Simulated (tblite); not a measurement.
Compound: C₇H₉FN (doublet state).
Structure used (GFN2-xTB), in Å, numbered top down from 1:
```xyz
18
C7H9FN angstrom
C      2.711    0.150    0.062
C      1.236   -0.019   -0.047
C      0.529   -0.799    0.892
F      1.252   -1.382    1.881
C     -0.808   -0.999    0.867
C     -1.669   -0.364   -0.172
N     -2.677    0.479    0.501
C     -0.864    0.399   -1.178
C      0.478    0.567   -1.077
H      2.993    0.396    1.085
H      3.063    0.932   -0.607
H      3.219   -0.783   -0.194
H     -1.294   -1.587    1.627
H     -2.259   -1.146   -0.682
H     -2.211    1.226    1.008
H     -3.289    0.906   -0.186
H     -1.417    0.868   -1.979
H      0.999    1.164   -1.813
```

Computed with GFN2-xTB (tblite): harmonic, unscaled wavenumbers at the GFN2-xTB geometry, gas phase. Errors from tens to a few hundred cm⁻¹ against measured bands are possible. One conformer, not necessarily the lowest. Open shells enter through the occupations alone, without spin polarisation, and single modes of such species can be off by tens of per cent.

Harmonic wavenumbers (cm⁻¹): 39.0, 64.3, 158.9, 220.1, 259.5, 260.4, 308.6, 377.8, 401.6, 473.1, 498.8, 543.9, 607.2, 741.9, 754.0, 765.6, 779.5, 895.1, 908.4, 952.4, 996.4, 1015.3, 1029.0, 1066.3, 1095.9, 1140.8, 1162.6, 1220.8, 1259.1, 1273.3, 1317.9, 1374.0, 1400.2, 1416.2, 1461.8, 1475.3, 1514.8, 1554.0, 1595.5, 2802.9, 2972.6, 3011.9, 3044.9, 3061.5, 3076.1, 3122.9, 3378.0, 3411.6.

A = 2768, B = 1340, C = 965.6 MHz; mass 126.072 u (most abundant isotopes); point group C1, symmetry number 1; spin multiplicity 2.

Task: Zero-point energy?

Result: Half the sum of the wavenumbers: 31131 cm⁻¹ = 89.01 kcal/mol.

Task: Entropy at 200 K, 1 bar (ideal gas, RRHO, classical rotation)?

Result: Translation 38.45, rotation 27.70, vibration 16.15, spin (R ln 2) 1.38: S = 83.7 cal/(mol K).

Task: And Cp and H(200 K) − H(0)?

Result: Cp = 26.33 cal/(mol K), of which vibrations give 18.38 (their classical limit is 48 R = 95.4); H(200 K) − H(0) = 3.35 kcal/mol without the zero-point energy, 1.76 from vibrations.

Task: How do the functions run with temperature in this model?

Result: 
| T (K) | S (cal/(mol K)) | Cp (cal/(mol K)) | H − H(0) (kcal/mol) | G − H(0) (kcal/mol) | ln q(vib) |
| --- | --- | --- | --- | --- | --- |
| 150 | 76.8 | 21.4 | 2.15 | -9.37 | 2.62 |
| 250 | 90.1 | 31.4 | 4.79 | -17.74 | 4.83 |
| 298.15 | 96.0 | 36.3 | 6.42 | -22.22 | 5.92 |
| 400 | 108.1 | 46.2 | 10.62 | -32.62 | 8.28 |
| 600 | 129.9 | 61.2 | 21.46 | -56.46 | 12.98 |
| 900 | 157.6 | 75.1 | 42.11 | -99.72 | 19.76 |

q(vib) and H(0) count from the zero-point level.

Task: What must be added to the electronic energy to get the Gibbs energy at 200 K and 1 bar?

Result: ZPE + [H(200 K) − H(0)] − T·S = 89.01 + 3.35 − 16.74 = 75.62 kcal/mol.

Task: Blend soft modes into free rotors: weight 1/[1 + (100 cm⁻¹/ν̃)⁴] for the oscillator and the rest for a rotor with moment μB/(μ + B), μ = h/(8π²ν), B = 10⁻⁴⁴ kg m². What vibrational entropy results?

Result: 14.58 cal/(mol K) in place of 16.15, which changes −T·S at 200 K by +0.31 kcal/mol.

Task: Which modes carry the vibrational entropy at 200 K?

Result: 39.0 cm⁻¹: 4.52; 64.3 cm⁻¹: 3.54; 158.9 cm⁻¹: 1.83; 220.1 cm⁻¹: 1.27; 259.5 cm⁻¹: 1.01; 260.4 cm⁻¹: 1.01 cal/(mol K); the other 42 give 2.98 together.

Hindered rotation and anharmonicity are outside this model. Other conformers, if any are populated, would add a mixing term that is left out. The structure is chiral; the term R ln 2 for an equal mix with its mirror image is left out.
